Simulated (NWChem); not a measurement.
Molecule: CHAgO₂; SMILES [Ag]([OH])<-[C-]#[O+]

```xyz
5

Ag    -0.1282     0.3482     0.0000
O     -0.3438     2.2920     0.0000
H      0.5012     2.7545     0.0000
O      0.1139    -2.7352     0.0000
C      0.0083    -1.6110     0.0000
```
Atoms are numbered in this order, from 1.

Level: PBE0/def2-SVP with def2 effective core potentials on Ag (NWChem), optimised geometry, unscaled harmonic frequencies. def2 effective core potentials on Ag; no spin-orbit coupling.

```csv
frequency (cm⁻¹),IR intensity (km/mol)
92,5.6
92,4.7
332,4.3
350,2.8
364,28.3
605,61.4
713,111.1
2266,527.1
3895,43.3
```

```json
{
  "zero_point_energy": "12.4 kcal/mol",
  "thermal correction to the enthalpy at 298.15 K (with zero-point energy)": "16.6 kcal/mol",
  "heat capacity Cv": "16.4 cal/(mol K)",
  "entropy at 298.15 K and 1 atm (symmetry number 1)": "74.7 cal/(mol K)"
}
```

Rigid rotor and harmonic oscillator; modes under 100 cm⁻¹ make the entropy uncertain.
